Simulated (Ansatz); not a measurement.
Input for Ansatz (an electronic-structure program): R-B3LYP/def2-TZVPP on BeH2 (SMILES [BeH2]).

Ansatz 0.2 input:
```yaml
crystal:
  periodic: [false, false, false]
  atoms:
    - {symbol: Be, position_ang: [0.00000000, -0.00000000, 0.00000000]}
    - {symbol: H, position_ang: [-0.00000000, 0.00000000, -1.32904414]}
    - {symbol: H, position_ang: [-0.00000000, 0.00000000, 1.32904414]}
basis:
  gaussian:
    orbitals: def2-TZVPP
hamiltonian:
  xc: {name: B3LYP}
accuracy: high
phonons: {}
scf: {lower_state_search: off}
```

Output:

```
WARN ansatz: RAYON_NUM_THREADS=2 ignored (pool sized by the plan → 2); use --threads N
Functional definition: B3LYP
these checks for a lower state are left out or cut short: stability, starts, cluster_reference, orbital_swaps, neighbouring_geometries, increment
integrals: 0.02 GiB planned
726 factors; integrals over basis functions are off by at most 1.5e-9 eV
mean field: 0.09 GiB planned
mean field evaluation 1: about -432.8257 eV, gradient 1.1e1 eV
mean field evaluation 2: about -433.2065 eV, gradient 2.9e0 eV
mean field evaluation 4: about -433.2421 eV, gradient 1.7e-1 eV
mean field evaluation 8: about -433.2428 eV, gradient 1.1e-3 eV
mean field -433.24282642 eV, -15.9213802083 hartree, gradient 1.8e-9 eV, S^2 0.000000; 0 other end points of the search recorded, 0 dependent functions left out
the calculation of the forces begins
reference -433.24285720 eV, -15.9213813396 hartree; 3, 3 occupied and 44, 44 virtual orbitals, 726 factors
these checks for a lower state are left out or cut short: stability, starts, cluster_reference, orbital_swaps, neighbouring_geometries, increment
integrals: 0.02 GiB planned
726 factors; integrals over basis functions are off by at most 1.5e-9 eV
mean field: 0.09 GiB planned
mean field evaluation 16: about -433.2422 eV, gradient 3.8e-2 eV
mean field -433.24281651 eV, -15.9213798442 hartree, gradient 1.2e-8 eV, S^2 0.000000; 0 other end points of the search recorded, 0 dependent functions left out
the calculation of the forces begins
reference -433.24284729 eV, -15.9213809755 hartree; 3, 3 occupied and 44, 44 virtual orbitals, 726 factors
these checks for a lower state are left out or cut short: stability, starts, cluster_reference, orbital_swaps, neighbouring_geometries, increment
integrals: 0.02 GiB planned
726 factors; integrals over basis functions are off by at most 1.5e-9 eV
mean field: 0.09 GiB planned
mean field -433.24281651 eV, -15.9213798442 hartree, gradient 1.2e-8 eV, S^2 0.000000; 0 other end points of the search recorded, 0 dependent functions left out
the calculation of the forces begins
reference -433.24284729 eV, -15.9213809755 hartree; 3, 3 occupied and 44, 44 virtual orbitals, 726 factors
these checks for a lower state are left out or cut short: stability, starts, cluster_reference, orbital_swaps, neighbouring_geometries, increment
integrals: 0.02 GiB planned
726 factors; integrals over basis functions are off by at most 1.5e-9 eV
mean field: 0.09 GiB planned
mean field evaluation 32: about -433.2428 eV, gradient 4.8e-6 eV
mean field -433.24281651 eV, -15.9213798442 hartree, gradient 1.2e-8 eV, S^2 0.000000; 0 other end points of the search recorded, 0 dependent functions left out
the calculation of the forces begins
reference -433.24284729 eV, -15.9213809755 hartree; 3, 3 occupied and 44, 44 virtual orbitals, 726 factors
these checks for a lower state are left out or cut short: stability, starts, cluster_reference, orbital_swaps, neighbouring_geometries, increment
integrals: 0.02 GiB planned
726 factors; integrals over basis functions are off by at most 1.5e-9 eV
mean field: 0.09 GiB planned
mean field -433.24281651 eV, -15.9213798442 hartree, gradient 1.2e-8 eV, S^2 0.000000; 0 other end points of the search recorded, 0 dependent functions left out
the calculation of the forces begins
reference -433.24284729 eV, -15.9213809755 hartree; 3, 3 occupied and 44, 44 virtual orbitals, 726 factors
these checks for a lower state are left out or cut short: stability, starts, cluster_reference, orbital_swaps, neighbouring_geometries, increment
integrals: 0.02 GiB planned
726 factors; integrals over basis functions are off by at most 1.5e-9 eV
mean field: 0.09 GiB planned
mean field -433.24273085 eV, -15.9213766961 hartree, gradient 2.0e-8 eV, S^2 0.000000; 0 other end points of the search recorded, 0 dependent functions left out
the calculation of the forces begins
reference -433.24276163 eV, -15.9213778274 hartree; 3, 3 occupied and 44, 44 virtual orbitals, 726 factors
these checks for a lower state are left out or cut short: stability, starts, cluster_reference, orbital_swaps, neighbouring_geometries, increment
integrals: 0.02 GiB planned
726 factors; integrals over basis functions are off by at most 1.5e-9 eV
mean field: 0.09 GiB planned
mean field -433.24273085 eV, -15.9213766961 hartree, gradient 2.0e-8 eV, S^2 0.000000; 0 other end points of the search recorded, 0 dependent functions left out
the calculation of the forces begins
reference -433.24276163 eV, -15.9213778274 hartree; 3, 3 occupied and 44, 44 virtual orbitals, 726 factors
these checks for a lower state are left out or cut short: stability, starts, cluster_reference, orbital_swaps, neighbouring_geometries, increment
integrals: 0.02 GiB planned
726 factors; integrals over basis functions are off by at most 1.5e-9 eV
mean field: 0.09 GiB planned
mean field evaluation 64: about -433.2428 eV, gradient 4.3e-9 eV
mean field -433.24282394 eV, -15.9213801172 hartree, gradient 4.3e-9 eV, S^2 0.000000; 0 other end points of the search recorded, 0 dependent functions left out
the calculation of the forces begins
reference -433.24285472 eV, -15.9213812486 hartree; 3, 3 occupied and 44, 44 virtual orbitals, 726 factors
these checks for a lower state are left out or cut short: stability, starts, cluster_reference, orbital_swaps, neighbouring_geometries, increment
integrals: 0.02 GiB planned
726 factors; integrals over basis functions are off by at most 1.5e-9 eV
mean field: 0.09 GiB planned
mean field -433.24282394 eV, -15.9213801172 hartree, gradient 4.3e-9 eV, S^2 0.000000; 0 other end points of the search recorded, 0 dependent functions left out
the calculation of the forces begins
reference -433.24285472 eV, -15.9213812486 hartree; 3, 3 occupied and 44, 44 virtual orbitals, 726 factors
these checks for a lower state are left out or cut short: stability, starts, cluster_reference, orbital_swaps, neighbouring_geometries, increment
integrals: 0.02 GiB planned
726 factors; integrals over basis functions are off by at most 1.5e-9 eV
mean field: 0.09 GiB planned
mean field -433.24282394 eV, -15.9213801172 hartree, gradient 4.3e-9 eV, S^2 0.000000; 0 other end points of the search recorded, 0 dependent functions left out
the calculation of the forces begins
reference -433.24285472 eV, -15.9213812486 hartree; 3, 3 occupied and 44, 44 virtual orbitals, 726 factors
these checks for a lower state are left out or cut short: stability, starts, cluster_reference, orbital_swaps, neighbouring_geometries, increment
integrals: 0.02 GiB planned
726 factors; integrals over basis functions are off by at most 1.5e-9 eV
mean field: 0.09 GiB planned
mean field -433.24282394 eV, -15.9213801172 hartree, gradient 4.3e-9 eV, S^2 0.000000; 0 other end points of the search recorded, 0 dependent functions left out
the calculation of the forces begins
reference -433.24285472 eV, -15.9213812486 hartree; 3, 3 occupied and 44, 44 virtual orbitals, 726 factors
these checks for a lower state are left out or cut short: stability, starts, cluster_reference, orbital_swaps, neighbouring_geometries, increment
integrals: 0.02 GiB planned
726 factors; integrals over basis functions are off by at most 1.5e-9 eV
mean field: 0.09 GiB planned
mean field -433.24277843 eV, -15.9213784450 hartree, gradient 1.3e-8 eV, S^2 0.000000; 0 other end points of the search recorded, 0 dependent functions left out
the calculation of the forces begins
reference -433.24280921 eV, -15.9213795760 hartree; 3, 3 occupied and 44, 44 virtual orbitals, 726 factors
these checks for a lower state are left out or cut short: stability, starts, cluster_reference, orbital_swaps, neighbouring_geometries, increment
integrals: 0.02 GiB planned
726 factors; integrals over basis functions are off by at most 1.5e-9 eV
mean field: 0.09 GiB planned
mean field evaluation 96: about -433.2428 eV, gradient 1.9e-5 eV
mean field -433.24277878 eV, -15.9213784576 hartree, gradient 8.2e-9 eV, S^2 0.000000; 0 other end points of the search recorded, 0 dependent functions left out
the calculation of the forces begins
reference -433.24280957 eV, -15.9213795892 hartree; 3, 3 occupied and 44, 44 virtual orbitals, 726 factors
Total energy: -433.24285720 eV, -15.9213813396 hartree
Atom 0 at     0.000000     0.000000     0.000000 Å, force     0.000000     0.000000     0.000000 eV/Å
Atom 1 at     0.000000     0.000000    -1.329044 Å, force    -0.000000    -0.000000    -0.000003 eV/Å
Atom 2 at     0.000000     0.000000     1.329044 Å, force    -0.000000    -0.000000     0.000003 eV/Å
Dipole moment:    -0.000000    -0.000000     0.000000 e Å
Vibrations: 723.36 723.36 2032.11 2246.79 cm⁻¹, zero-point energy 0.354943 eV
Checks for a lower state left out: stability, starts, cluster_reference, orbital_swaps, neighbouring_geometries, increment
```

The run converged.

Cost: about 5 core-seconds (a rough figure).
